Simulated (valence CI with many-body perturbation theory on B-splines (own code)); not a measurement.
**Sm XLIX in brief**

Method: valence CI with perturbative core correlation (CI+MBPT): four valence electrons over a frozen Dirac-Fock core [Ne], a basis of 9 s, 9 p, 8 d, 6 f, 3 g, 1 h functions for each j, with the one-electron correlation potential Σ1 (screened to all orders), the two-electron term Σ2, the three-electron term Σ3, Breit, model QED; selected single and double excitations, second order for the rest, scaled by the run's own slope (own B-spline code, finite nucleus).

The last digits are not significant, and no measured levels were compared; by estimate large intervals hold to a few tenths of a per cent, small ones and those within an open d or f shell to about a per cent.

Levels are named by their leading jj configuration (3d3/2^4 stands for four electrons in 3d with j = 3/2), which in mixed levels can hold well under half, so a name can repeat and another be missing.

Rates and lifetimes use the calculated energies. Strong lines usually hold to 10 to 20 %, long lifetimes can be off by a factor of two.

Q: What is the ground level?

A: (3s^2 3p1/2^2) J=0, composition 70 % 3s2.3p2 3P + 29 % 3s2.3p2 1S.

Q: How well does LS coupling describe the low levels?

A: Among the lowest 20 levels the leading LS term, summed over configurations, holds 58 % on average. For single configurations the figures are 56 % in LS and 92 % in jj coupling. Terms mix most in the J = 2 level at 3689.5 × 10³ cm⁻¹, where the leading one holds 28 %.

Q: Name the longest-lived excited levels whose lifetime is computed, and their main decay.

A: (3s^2 3p1/2 3p3/2) J=2 at 1241.9 × 10³ cm⁻¹ lives 6.25 μs, mostly by E2 to (3s^2 3p1/2^2) J=0; (3s^2 3p3/2 3d5/2) J=4 at 4147.7 × 10³ cm⁻¹ lives 57.3 ns, mostly by M1 to (3s^2 3p1/2 3d5/2) J=3; (3s^2 3p1/2 3p3/2) J=1 at 1180.4 × 10³ cm⁻¹ lives 48.4 ns, mostly by M1 to (3s^2 3p1/2^2) J=0.

Q: What is the ionisation energy?

A: 4228.4 eV; NIST lists 4227 ± 4 eV (theoretical).

Q: Where does the other parity begin?

A: At (3s 3p1/2^2 3p3/2) J=2, 2204.1 × 10³ cm⁻¹.
